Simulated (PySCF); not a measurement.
Vertical excitations of a molecule C₄H₆O₂ from TDA-PBE/def2-SVPD (PySCF 2.14.0), as energy in eV (oscillator strength): 4.71 (0.012), 5.42 (0.023), 5.54 (0.007), 5.71 (0.061), 5.84 (0.021), 6.17 (0.012), 6.23 (0.000), 6.76 (0.041), 6.88 (0.031), 6.98 (0.006). Lowest triplet (TDA): 3.65 eV. Geometry optimised at PBE0-D3(BJ)/def2-SVP. Other conformers were not sampled.

**Question.** Pick the molecule that these values belong to.
(A) CC=C1OCO1
(B) CC1OC=CO1
(C) C1=COCOC1
(D) COC1=CCO1

**Answer.** B, CC1OC=CO1
